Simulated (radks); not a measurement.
The numbers below are computed, except where a source is named.
Q: The lithium anion Li-, [He] 2s2, held by a Watson sphere: a shell of charge +1 at radius R that stands for the Madelung well of a crystal (potential energy -1/R inside, -1/r outside, in hartree with lengths in bohr). Code: a radial shooting solver on a logarithmic mesh with Libxc functionals. Model: scalar-relativistic Kohn-Sham, LDA (Slater exchange, VWN5 correlation), spin-polarised, spherical densities, point nucleus. Response by self-consistent Sternheimer equations with the Hartree and adiabatic LDA kernel, the relativistic mass of each level held fixed and spin-orbit coupling left out. The sphere does not respond.

R (bohr)  e(1s) (eV)  e(2s) (eV)  <r> 2s (bohr)  sum of <r^2> (bohr^2)  X-ray form factor at sin(theta)/lambda = 0.1 1/angstrom  alpha (bohr^3)
1.58         -55.386      -4.731          3.109                  23.93                                                    2.805           78.90
1.78         -53.931      -4.665          3.161                  24.64                                                    2.780           82.15
1.86         -53.463      -4.636          3.183                  24.96                                                    2.769           83.68
2.19         -52.030      -4.500          3.288                  26.45                                                    2.721           91.32
2.39         -51.447      -4.407          3.357                  27.47                                                    2.690           97.00
2.77         -50.706      -4.218          3.496                  29.61                                                    2.629           109.8
3.12         -50.289      -4.037          3.627                  31.75                                                    2.573           123.8
3.72         -49.884      -3.729          3.849                  35.60                                                    2.485           152.0

Estimate the row for R = 3.54 bohr.

A: e(1s) (eV) -49.978; e(2s) (eV) -3.820; <r> 2s (bohr) 3.783; sum of <r^2> (bohr^2) 34.43; X-ray form factor at sin(theta)/lambda = 0.1 1/angstrom 2.510; alpha (bohr^3) 143.0.
